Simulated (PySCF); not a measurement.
**MRb for M along the second period**

CCSD(T) with triple-zeta basis sets in PySCF, for the lowest determinant that a PBE0 search found; no spin–orbit coupling. De refers to high-spin ground-configuration atoms.

```tsv
M	basis	reference, frozen orbitals	state (unpaired electrons)	Re (Å)	ωe (cm⁻¹)	De (eV)
Li	def2-TZVP	RHF, 0	singlet (closed shell)	3.580	176	0.61
Be	def2-TZVP	ROHF, 0	doublet (σ ↑)	4.091	54.5	0.04
C	def2-TZVPP	UHF, 1	quartet (σ ↑, π ↑↑)	2.702	324	1.89
N	def2-TZVPP	ROHF, 1	triplet (π ↑↑)	2.749	259	0.50
F	def2-TZVPP	RHF, 1	singlet (closed shell)	2.344	369	4.55
```

(1) By what factor does the harmonic wavenumber vary along the series?

The rows differ in basis set, which adds steps of its own.

The state changes along the series, so neighbouring rows are not always alike in their bonding.

Correlated steps freeze the inner cores (0 to 1 orbitals); shallow outer-core shells are correlated. UHF and ROHF references stand side by side, which adds small steps between rows. Weak bonds: RbBe. Basis-set superposition, not corrected here, can be much of De in a small basis, most of all at correlated wavefunction levels. Where the molecule has an RHF reference, its open-shell atoms are computed with UHF. The CCSD T1 diagnostic is raised in RbN, a sign that a single reference may not be enough there. States were picked by a PBE0 search and need not be the measured ground states.

Results:

(1) At CCSD(T) it runs from 54.5 cm⁻¹ (RbBe) to 369 cm⁻¹ (RbF), a factor of 6.77.
